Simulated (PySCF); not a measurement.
First SCF of a structure search on singlet BeSe2, at a hand-made end-on geometry. PySCF input:

```python
from pyscf import gto, scf, dft
mol = gto.M(atom='''
Be     0.000000     0.000000     0.000000
Se     0.000000     0.000000     2.245400
Se     2.035800     0.000000     3.415400''',
    basis={'Be': 'def2-SVP', 'Se': 'def2-SVP'},
    charge=0, spin=0)
mf = dft.RKS(mol, xc='PBE0')
mf.grids.atom_grid = (50, 194)
aux = {'Be': 'def2-universal-JKFIT', 'Se': 'def2-universal-JKFIT'}
mf = mf.density_fit(auxbasis=aux)
mf.conv_tol = 1e-08
mf.diis_space = 10
mf.max_cycle = 60
mf.init_guess = 'minao'
mf.verbose = 4
mf.kernel()
```

Excerpt of the output (cycles and frontier levels):

```
init E= -4814.94634566207
  HOMO = -0.235238982583031  LUMO = -0.172094624324994  gap/eV = 1.71825
cycle= 1 E= -4816.43673669321  delta_E= -1.49  |g|= 0.414  |ddm|= 2.31
  HOMO = -0.172482458256759  LUMO = -0.160249652042403  gap/eV = 0.33287
cycle= 2 E= -4812.62264866521  delta_E= 3.81  |g|= 2.33  |ddm|=  3.7
  HOMO = -0.151871569742913  LUMO = -0.149975248979437  gap/eV = 0.05160
cycle= 3 E= -4816.14067845067  delta_E= -3.52  |g|= 0.867  |ddm|= 2.64
  HOMO = -0.186935858900292  LUMO = -0.167318022680147  gap/eV = 0.53383
cycle= 4 E= -4816.53796940344  delta_E= -0.397  |g|= 0.289  |ddm|= 0.995
  HOMO = -0.197823535799443  LUMO = -0.166861255824825  gap/eV = 0.84253
cycle= 5 E= -4816.56625829597  delta_E= -0.0283  |g|= 0.193  |ddm|= 0.266
  HOMO = -0.201238864101263  LUMO = -0.167270713783641  gap/eV = 0.92432
cycle= 6 E= -4816.57738343131  delta_E= -0.0111  |g|= 0.109  |ddm|= 0.156
  HOMO = -0.210867818446246  LUMO = -0.167279525478707  gap/eV = 1.18610
cycle= 7 E= -4816.58411604489  delta_E= -0.00673  |g|= 0.0288  |ddm|= 0.245
  HOMO = -0.209044374987653  LUMO = -0.166731742997605  gap/eV = 1.15139
cycle= 8 E= -4816.58437830179  delta_E= -0.000262  |g|= 0.0114  |ddm|= 0.0244
  HOMO = -0.208609421186782  LUMO = -0.167074773752119  gap/eV = 1.13022
cycle= 9 E= -4816.58445923944  delta_E= -8.09e-05  |g|= 0.000801  |ddm|= 0.0206
  HOMO = -0.208571417989891  LUMO = -0.16709498377271  gap/eV = 1.12863
cycle= 10 E= -4816.58445964437  delta_E= -4.05e-07  |g|= 0.00027  |ddm|= 0.00177
  HOMO = -0.208579425625238  LUMO = -0.167100079699497  gap/eV = 1.12871
cycle= 11 E= -4816.58445966259  delta_E= -1.82e-08  |g|= 0.000182  |ddm|= 0.000607
  HOMO = -0.208570904867281  LUMO = -0.167101107639015  gap/eV = 1.12845
cycle= 12 E= -4816.58445968092  delta_E= -1.83e-08  |g|= 4.76e-05  |ddm|= 0.000251
  HOMO = -0.20856874316692  LUMO = -0.167102123919043  gap/eV = 1.12836
cycle= 13 E= -4816.58445968222  delta_E= -1.3e-09  |g|= 6.11e-06  |ddm|= 8.15e-05
  HOMO = -0.208566727081059  LUMO = -0.167102102775738  gap/eV = 1.12831
Extra cycle  E= -4816.5844596818  delta_E= 4.2e-10  |g|= 2.89e-05  |ddm|= 6.25e-05
converged SCF energy = -4816.5844596818
```

No lower solution of this spin was found from smeared starts or by a stability analysis within the restricted form, which does not test spin polarisation.

At the minimum of this search the closed-shell solution is unstable towards spin polarisation, so a lower open-shell solution exists.

The search for the lowest solution, 3 starts and the stability check together, took 5.7 s on 2 threads of a shared Arm Neoverse V2 host, with 73 basis functions; the process peaked at 0.32 GiB. Launch command: `OMP_NUM_THREADS=2 python axn.py task.json out`.
